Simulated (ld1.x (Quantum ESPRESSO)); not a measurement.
Scattering properties, TM potential for lead

* Element: Pb (Z = 82)
* Generator: ld1.x (Quantum ESPRESSO) 7.5
* Type: norm-conserving Troullier–Martins (Kleinman–Bylander form)
* Functional: PBEsol
* Relativity: fully relativistic
* Frozen core: [Xe] 4f14 5d10
* Valence charge: 4
* Reference configuration: 6s2 6p2
* Partial waves: 6s (bound): rc 1.60 bohr; 6p (bound): rc 2.90 bohr
* Local potential: the p channel
* Core correction: none

Open shells are filled in proportion to 2j + 1 (rel_dist='average').

The phase is arctan(r·u′/u) with u = r·R(r), unwrapped; energies in Ry, scanned from -3 to 5 Ry. A pole is an energy at which the radial function vanishes at the test radius. The pseudo phase is shifted by a multiple of π to meet the all-electron one at the reference energy, and phase errors are pseudo minus all-electron; the curves can meet again beyond the range given. Levels narrower than the energy grid can be missing from the lists of poles.

Q: For each channel, where are the poles, and over which energies does the pseudopotential scatter like the atom?

A:

```json
{"channel": "s", "radius (bohr)": "3.16", "reference energy (Ry)": "-0.88", "poles, all-electron": "-0.39", "poles, pseudo": "-0.40, 3.12", "unbroken range about the reference energy with phases within 0.05 rad": "below 0.8", "phase error 1 Ry above the reference energy (rad)": "-0.010"}
{"channel": "p1/2", "radius (bohr)": "3.16", "reference energy (Ry)": "-0.34", "poles, all-electron": "0.55", "poles, pseudo": "0.81", "unbroken range about the reference energy with phases within 0.05 rad": "not even at the reference energy", "phase error 1 Ry above the reference energy (rad)": "+0.062"}
{"channel": "p3/2", "radius (bohr)": "3.16", "reference energy (Ry)": "-0.23", "poles, all-electron": "0.98", "poles, pseudo": "0.81", "unbroken range about the reference energy with phases within 0.05 rad": "not even at the reference energy", "phase error 1 Ry above the reference energy (rad)": "-0.038"}
```

The potential misses its own reference levels by up to 1.1 eV, so it is not fit for use.

Phases in the p3/2 channel:

| E (Ry) | all-electron | pseudo |
| --- | --- | --- |
| -3.00 | 1.368 | 1.367 |
| -2.52 | 1.344 | 1.342 |
| -2.04 | 1.308 | 1.306 |
| -1.56 | 1.250 | 1.245 |
| -1.08 | 1.131 | 1.116 |
| -0.60 | 0.751 | 0.664 |
| -0.12 | -0.758 | -0.927 |
| 0.36 | -1.375 | -1.427 |
| 0.84 | -1.541 | -1.578 |
| 1.32 | -1.629 | -1.670 |
| 1.80 | -1.700 | -1.766 |
| 2.28 | -1.785 | -1.930 |
| 2.76 | -1.927 | -2.515 |
| 3.24 | -2.319 | -4.064 |
| 3.72 | -3.625 | -4.465 |
| 4.20 | -4.306 | -4.591 |
| 4.68 | -4.496 | -4.658 |
